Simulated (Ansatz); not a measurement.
System: SiHF, charge 0, triplet. This triplet is an excited state, 1.7 eV above the singlet at CCSD(T)/cc-pV(5+d)Z (Ansatz, a program for electronic structure). SiHF (SMILES F[SiH], triplet).
B3LYP-D3(BJ)/def2-TZVP minimum from Ansatz:
```xyz
3

Si    -0.2682    -0.3601     0.3719
H     -1.0297    -1.3680    -0.4262
F      0.5316     0.7121    -0.5311
```
Charge 0, spin multiplicity 3.

Total energies in cc-pV(T+d)Z, 12 correlated electrons, 6 frozen orbitals. Open shells are spin-unrestricted; no spin-orbit coupling. Correlated methods leave the cores frozen. No relativity. The spin of HFSi (F[SiH], triplet) was assumed, and the state is the lowest solution found for it.

```csv
method,program,energy (Eh),minus CCSDT(Q) (mEh)
HF,Ansatz,-388.97401,356.54
MP2,Ansatz,-389.30581,24.74
CCSD,Ansatz,-389.31901,11.53
CCSD(T),Ansatz,-389.32954,1.01
CCSDT(Q),Ansatz,-389.33055,0.00
```

Rough core times of Ansatz's runs on a shared machine: CCSD(T) under 20 s, CCSDT(Q) 10 min.
